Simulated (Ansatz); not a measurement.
Relaxation of CH3OSe (6 atoms, charge 1, multiplicity 1), to a largest force component of 0.015 eV/Å in at most 40 steps.

All numbers below come from Ansatz 0.2.0, RKS PBE0/def2-SVPD.

```xyz
6
Properties=species:S:1:pos:R:3
O -0.832 -0.739 -0.513
C 0.304 -0.165 -0.544
Se 1.606 -0.221 -1.784
H -1.423 -0.589 0.252
H 0.491 0.459 0.333
H 0.922 -1.131 -2.706
```

Question: Where does it end, and by what steps?

Answer: The forces met the threshold. After 6 steps the energy has fallen by 0.106 eV; H6 moved furthest, 0.14 Å.

| step | energy less start (eV) | largest force component (eV/Å) | accepted |
| --- | --- | --- | --- |
| 0 | 0.0000 | 1.171 | yes |
| 1 | -0.0810 | 0.744 | yes |
| 2 | -0.0685 | 0.761 | no |
| 3 | -0.1039 | 0.156 | yes |
| 4 | -0.1057 | 0.070 | yes |
| 5 | -0.1058 | 0.020 | yes |
| 6 | -0.1058 | 0.001 | yes |

```xyz
6
Properties=species:S:1:pos:R:3
O -0.788 -0.761 -0.589
C 0.319 -0.131 -0.504
Se 1.595 -0.222 -1.775
H -1.395 -0.630 0.161
H 0.527 0.501 0.373
H 0.810 -1.142 -2.628
```

The run took 15 s on 2 threads of AMD EPYC 7B13 (Zen 3) (shared host), peak memory 0.25 GiB.
